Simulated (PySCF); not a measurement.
**What builds the first ionisation energy along group 11**

All values are computed (PySCF 2.14, energy differences of UHF-based or UKS calculations, no spin-orbit coupling). Each column adds one step, in eV (sums use unrounded values): valence MP2, valence CCSD, valence triples, then the next inner shell at CCSD(T) (Cu 3s 3p, Ag 4s 4p, Au 5s 5p). References (NIST) marked * lie between the lowest fine-structure levels; the others compare directly ((s) semi-empirical, (t) theoretical).

| element | UHF | + MP2 | + CCSD | + (T) | + inner shell | sum | reference |
| --- | --- | --- | --- | --- | --- | --- | --- |
| Cu [Ar] 3d10 4s1 → [Ar] 3d10 (aug-cc-pwCVDZ-PP with ECP10MDF, ECP) | 6.596 | 0.956 | -0.148 | 0.133 | 0.036 | 7.573 | 7.726 |
| Ag [Kr] 4d10 5s1 → [Kr] 4d10 (aug-cc-pwCVDZ-PP with ECP28MDF, ECP) | 6.368 | 1.056 | -0.134 | 0.080 | 0.119 | 7.489 | 7.576 |
| Au [Xe] 4f14 5d10 6s1 → [Xe] 4f14 5d10 (aug-cc-pwCVDZ-PP with ECP60MDF, ECP) | 7.681 | 1.428 | -0.229 | 0.080 | 0.129 | 9.089 | 9.226 |

Double-zeta sets recover only part of the correlation energy.

What remains against the references is mostly basis incompleteness.

What share of the correlation contribution for Au comes from the inner shell?

The four steps add to 1.408 eV, of which the inner shell gives 0.129 eV, or 9 %.
